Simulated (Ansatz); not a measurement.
Reaction (formal exchange of groups at a C–Si bond): `CC[Si]C` + `N[SiH](O)F` → `CC[Si](N)(O)F` + `C[SiH]`

Calculated with Ansatz (gas phase, PBE0-D4/def2-TZVP geometries, no zero-point term in ΔE). CCSD(T)/CBS is the MP2 limit (def2-TZVPP, def2-QZVPP) plus CCSD(T) − MP2 in def2-TZVPP, frozen cores. This one scheme is used for every species. DFT in def2-TZVPP. B3LYP here is the variant with VWN-RPA as its local correlation; programs differ in this. One conformer a species, not always the lowest.

```tsv
level	ΔE (kcal/mol)	difference from CCSD(T)/CBS
PBE-D4	-1.5	0.2
PBE0-D4	-2.1	-0.4
B3LYP-D4	-2.2	-0.5
ωB97X-V	-2.5	-0.8
PBE0	-1.9	-0.2
HF/def2-TZVPP	-3.4	-1.7
SCS-MP2/def2-TZVPP	-1.6	0.1
CCSD/def2-TZVPP	-2.7	-1.0
CCSD(T)/def2-TZVPP	-2.2	-0.5
MP2/CBS(def2)	-0.7	1.0
CCSD(T)/CBS	-1.7	0
```

Largest T1 diagnostic among the species: 0.012.

In def2-TZVPP, CCSD(T) changes the Hartree–Fock value by +1.2 kcal/mol (the triples alone add +0.4 kcal/mol) and MP2 by +2.2 kcal/mol.
